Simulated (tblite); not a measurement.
C3H7FGeSi.
Atom-mapped SMILES: `[F:1][GeH2:2][CH2:3][C:4]#[C:5][SiH3:6]` (hydrogens: H7, H8 on Ge2; H9, H10 on C3; H11, H12, H13 on Si6)

Computed with GFN2-xTB (tblite), gas phase: L-BFGS steps from a force-field or distance-geometry start until the largest atomic force falls under 0.01 eV/Å.

At the end of the run (lengths in Å): Ge2–H7 1.507, Ge2–C3 1.991, Ge2–H8 1.507, C3–H9 1.095, C5–Si6 1.844, C3–H10 1.095, Si6–H11 1.465, Ge2–C3–C4 113.5°, F1–Ge2–C3 103.3°, C3–C4–C5 179.4°, C4–C5–Si6 179.8°, F1–Ge2–C3–C4 178°, H7–Ge2–C3–C4 67°, H9–C3–Ge2–F1 56°.

Problem. These geometries were met on the way; a selection of coordinates is given. Order them by energy above the end point, lowest first.
A. Ge2–H7 1.506, Ge2–C3 1.998, Ge2–H8 1.507, C3–H9 1.094, C5–Si6 1.845, C3–H10 1.093, Si6–H11 1.465, Ge2–C3–C4 111.3°, F1–Ge2–C3 103.7°, C3–C4–C5 177.4°, C4–C5–Si6 177.9°, F1–Ge2–C3–C4 132°, H7–Ge2–C3–C4 20°, H9–C3–Ge2–F1 11°
B. Ge2–H7 1.476, Ge2–C3 1.975, Ge2–H8 1.502, C3–H9 1.091, C5–Si6 1.843, C3–H10 1.090, Si6–H11 1.466, Ge2–C3–C4 108.6°, F1–Ge2–C3 107.2°, C3–C4–C5 175.7°, C4–C5–Si6 176.5°, F1–Ge2–C3–C4 129°, H7–Ge2–C3–C4 17°, H9–C3–Ge2–F1 9°
C. Ge2–H7 1.513, Ge2–C3 1.988, Ge2–H8 1.505, C3–H9 1.091, C5–Si6 1.843, C3–H10 1.091, Si6–H11 1.464, Ge2–C3–C4 108.6°, F1–Ge2–C3 107.2°, C3–C4–C5 174.8°, C4–C5–Si6 176.0°, F1–Ge2–C3–C4 130°, H7–Ge2–C3–C4 18°, H9–C3–Ge2–F1 10°
D. Ge2–H7 1.568, Ge2–C3 1.956, Ge2–H8 1.536, C3–H9 1.122, C5–Si6 1.822, C3–H10 1.117, Si6–H11 1.487, Ge2–C3–C4 107.6°, F1–Ge2–C3 109.9°, C3–C4–C5 178.0°, C4–C5–Si6 178.2°, F1–Ge2–C3–C4 127°, H7–Ge2–C3–C4 14°, H9–C3–Ge2–F1 7°
E. Ge2–H7 1.523, Ge2–C3 1.987, Ge2–H8 1.527, C3–H9 1.091, C5–Si6 1.861, C3–H10 1.094, Si6–H11 1.463, Ge2–C3–C4 106.7°, F1–Ge2–C3 108.4°, C3–C4–C5 178.4°, C4–C5–Si6 178.2°, F1–Ge2–C3–C4 128°, H7–Ge2–C3–C4 15°, H9–C3–Ge2–F1 8°

Solution. A (0.035 eV), C (0.058 eV), B (0.097 eV), E (0.173 eV), D (0.283 eV).

```json
{"step": "32", "E above end (eV)": "0.035", "rms distance from the end, all atoms (Å)": "0.525", "largest force (eV/Å)": "0.075", "rms shift of all bonds from the end (Å)": "0.002"}
{"step": "8", "E above end (eV)": "0.058", "rms distance from the end, all atoms (Å)": "0.552", "largest force (eV/Å)": "0.284", "rms shift of all bonds from the end (Å)": "0.005"}
{"step": "5", "E above end (eV)": "0.097", "rms distance from the end, all atoms (Å)": "0.559", "largest force (eV/Å)": "0.511", "rms shift of all bonds from the end (Å)": "0.011"}
{"step": "2", "E above end (eV)": "0.173", "rms distance from the end, all atoms (Å)": "0.569", "largest force (eV/Å)": "0.424", "rms shift of all bonds from the end (Å)": "0.011"}
{"step": "0", "E above end (eV)": "0.283", "rms distance from the end, all atoms (Å)": "0.573", "largest force (eV/Å)": "2.341", "rms shift of all bonds from the end (Å)": "0.027"}
```

Rows stand in the order of the answer.
